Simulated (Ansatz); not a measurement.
Program: Ansatz 0.2.0.

A structure relaxed at PBE0-D4/def2-TZVP, charge 0, multiplicity 1:

```xyz
9

C     0.372    0.848    0.456
O    -0.834    0.601    1.193
As   -1.701   -0.767    0.338
Si    0.555   -0.838   -0.409
H     0.218    1.656   -0.272
H     1.163    1.159    1.145
H    -2.087    0.025   -0.927
H     1.399   -1.817    0.328
H     0.917   -0.867   -1.852
```

Q: Give its formula and SMILES.

A: CH5AsOSi, `C1O[AsH][SiH2]1`.

Q: Summarise the bond lengths by kind.

A: 1 × C–O 1.435 Å; 1 × C–Si 1.905 Å; 2 × C–H 1.094 to 1.099 Å; 1 × As–O 1.831 Å; 1 × As–Si 2.378 Å; 1 × As–H 1.542 Å; 2 × H–Si 1.487 to 1.488 Å.
